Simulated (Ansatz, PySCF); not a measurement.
Species: BiCl2 (charge +1, singlet). It need not be the lowest isomer of its formula. 
Coordinates optimised at B3LYP-D3(BJ)/def2-TZVP (Ansatz, a first-principles code):
```
Bi
Cl 1 2.3662
Cl 1 2.3662 2 99.55
```
Charge +1, spin multiplicity 1.

Property: vertical ionisation energy (to the doublet state of charge +2; each state is the SCF solution reached for its spin), in eV. Cores are frozen in the correlated levels unless marked. UHF or UKS for open shells. No spin-orbit coupling. Frozen are the shells of the preceding noble gas and the d and f shells that filled before the atom's block. Past Kr the def2 sets carry scalar-relativistic core potentials. 

| level | program | vertical ionisation energy (eV) |
|---|---|---|
| HF/def2-QZVPPD | Ansatz | 15.79 |
| RI-HF/def2-TZVPPD | Ansatz | 15.80 |
| PBE0/def2-TZVPD | Ansatz | 16.74 |
| CAM-B3LYP/def2-TZVPD | Ansatz | 16.91 |
| B2PLYP/def2-TZVPD | Ansatz | 16.83 |
| RI-MP2/def2-TZVPPD | Ansatz | 17.01 |

For comparison, minus the highest occupied orbital energy (PySCF): 17.40 eV at HF/def2-TZVPD, 13.88 eV at TPSSh/def2-TZVPD, 13.26 eV at PBE/def2-TZVPD.
